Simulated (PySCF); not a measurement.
## Dipole response of Er⁴⁵⁺ (erbium, charge +45)

[Ar] 3d5, high-spin 6S determinant. Calculation: PySCF 2.14, in an even-tempered Gaussian basis (16 s from 9.2 bohr⁻², ratio 2.5; 11 p from 12 bohr⁻², ratio 2.5; 7 d from 12 bohr⁻², ratio 2.5; 4 f from 47 bohr⁻², ratio 2.7; 3 g from 70 bohr⁻², ratio 2.7); the non-relativistic Hamiltonian (point nucleus). Coupled (time-dependent) response in atomic units; α is the mean over directions.

```csv
method,mean α (bohr³),C₆ (like pair),S(−4)
UHF,0.005212,0.0004437,3.224e-05
PBE0,0.005185,0.0004438,3.145e-05
```

S(−4) is the Cauchy moment in α(ω) = α(0) + S(−4) ω² + …

α(iu) at PBE0:

```tsv
u (hartree)	α(iu) (bohr³)
0	0.005185
2.00	0.005063
4.00	0.004742
8.00	0.003881
12.0	0.003143
16.0	0.002633
20.0	0.002290
30.0	0.001807
40.0	0.001542
60.0	0.001204
100	0.0007845
```

A single London oscillator, α(iu) = α/(1 + u²/ω²), gives C₆ = (3/4) ω α². Matching the computed C₆ needs ω = 4 × 0.0004438 / (3 × 0.005185²) = 22.0 hartree.

For an ion, C₆ is the dispersion term alone; charge-induced terms of lower order in 1/R come first.

A non-relativistic calculation at this Z misses sizeable relativistic shifts. Spin-orbit coupling, which splits the p, d and f shells strongly at this Z, is absent. Spin-orbit coupling is strong in this species (close to jj coupling), so the high-spin LS determinant is a model state, not a physical level.
